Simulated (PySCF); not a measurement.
An unknown shows these calculated signals:

1H NMR (400 MHz, computed): δ 8.28 (d, 2H), 8.03 (m, 2H), 7.36 (m, 2H), 7.11 (m, 1H), 6.87 (m, 1H), 6.43 (m, 1H).

13C{1H} NMR (computed): δ 161.0 (CH), 154.5 (CH), 154.3 (CH), 142.8 (CH), 142.3 (CH2).

- geometry from PBE0-D3(BJ)/def2-SVP
- PBE0/pcSseg-1 with gauge-including orbitals
- program: PySCF 2.14
- no solvent model, relativity neglected, rapidly exchanging positions averaged, one computed conformer

Chemical shifts δ = σref − σ; 1H (31.27 ppm) and 13C (184.41 ppm) against TMS, all at this level.

Q: Which of these does the molecule contain: an S-methyl group, a vinyl group CH=CH2, a carboxylic acid, a non-aromatic C=C double bond, an N-methyl group?

A: 
- An S-methyl group: no.
- A vinyl group CH=CH2: yes (δC 142.3, 154.3; δH 6.43 (m), 6.87 (m), 7.11 (m)).
- A carboxylic acid: no.
- A non-aromatic C=C double bond: yes.
- An N-methyl group: no.

The data belong to `InChI=1S/C8H9B/c1-2-9-7-5-3-4-6-8-9/h2-8H,1H2`; they needn't prove each group on their own.

Carbon signals by region: 1 in the far downfield region (above 160 ppm), 4 in the sp2 and nitrile region (100–160 ppm). Above 160 ppm: 161.0, alkene CH.

A carbon bonded to boron is broadened by the quadrupolar boron nucleus and is often missing from a measured spectrum. Shifts are as computed. Against solution values, carbons near 30 ppm lie about +2 ppm off and those near 130 ppm about +5 ppm. Of 1309 compounds with measured shifts, 239 miss one by over three times the rms of a fit or turn the order of signals round; such compounds aren't used in these exercises. No couplings were computed; multiplicities are counted from neighbouring protons, with m where these are inequivalent, close in shift, in a saturated or five-membered ring or joined by F or P, and br s for small geminal =CH2 splittings.
